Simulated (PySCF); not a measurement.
# How methods differ on the ionisation energy of P²⁺

P²⁺ [Ne] 3s2 3p1 [3p1/2^1, M_J = 1/2] → P³⁺ [Ne] 3s2, as a difference of total energies. Computed with PySCF 2.14 in x2c-TZVPall-2c, with the two-component X2C-1e Hamiltonian. Correlated levels: [Ne] frozen; the 6 highest virtual spinors dropped. "Screened" scales the spin-orbit matrix elements by Boettger's factors to mimic the two-electron term; Breit and QED terms are absent.

```json
{"method": "GHF (spin-free)", "ionisation energy (eV)": "29.630"}
{"method": "GMP2 (spin-free)", "ionisation energy (eV)": "29.841"}
{"method": "GHF (screened spin-orbit)", "ionisation energy (eV)": "29.675"}
{"method": "GMP2 (screened spin-orbit)", "ionisation energy (eV)": "29.885"}
```

Errors of the correlated levels include the incompleteness of this basis and the frozen core.

Q: Which method comes closest to the reference value, and which is furthest?

A: The reference is 30.203 eV (measured; NIST Atomic Spectra Database, ionization energies). Closest: GMP2 (screened spin-orbit) (error -0.318 eV); furthest: GHF (spin-free) (error -0.573 eV).
